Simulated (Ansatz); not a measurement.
Cl3H2SSi2, SMILES `Cl[SiH]S[SiH](Cl)Cl` radical. The species carries charge 0 and has multiplicity 2. All single points use the PBE0-D4/def2-TZVP geometry. It is one conformer, not always the lowest.

```xyz
8

Cl    1.559   -2.500   -0.664
Si    0.935   -0.657   -1.311
S    -1.108   -0.273   -0.810
Si   -0.787    0.778    1.001
Cl    0.119    2.576    0.674
Cl    0.373   -0.282    2.298
H     1.015   -0.658   -2.795
H    -2.107    1.015    1.608
```

Task: What is the dipole moment at r2SCAN/def2-TZVPP? (Estimate.)

Result: Ansatz gave: 0.79 D, with components (-0.44, 0.42, -0.51) D in this frame, pointing from negative to positive charge.

Task: And with PBE, B3LYP, ωB97M-V? (Estimate.)

Result: Ansatz gave: PBE 0.74 D, B3LYP 0.83 D, ωB97M-V 0.82 D.

Task: Give the Mulliken charges with r2SCAN, PBE, B3LYP in def2-TZVPP. (An estimate is asked.)

Result: The calculation gave: 
```json
{"atom": "Cl1", "r2SCAN": "-0.21", "PBE": "-0.17", "B3LYP": "-0.20"}
{"atom": "Si2", "r2SCAN": "0.40", "PBE": "0.31", "B3LYP": "0.37"}
{"atom": "S3", "r2SCAN": "-0.28", "PBE": "-0.21", "B3LYP": "-0.26"}
{"atom": "Si4", "r2SCAN": "0.60", "PBE": "0.47", "B3LYP": "0.56"}
{"atom": "Cl5", "r2SCAN": "-0.21", "PBE": "-0.17", "B3LYP": "-0.21"}
{"atom": "Cl6", "r2SCAN": "-0.20", "PBE": "-0.16", "B3LYP": "-0.20"}
{"atom": "H7", "r2SCAN": "-0.05", "PBE": "-0.02", "B3LYP": "-0.03"}
{"atom": "H8", "r2SCAN": "-0.05", "PBE": "-0.03", "B3LYP": "-0.04"}
```

B3LYP here is the variant with VWN-RPA as its local correlation; programs differ in this.
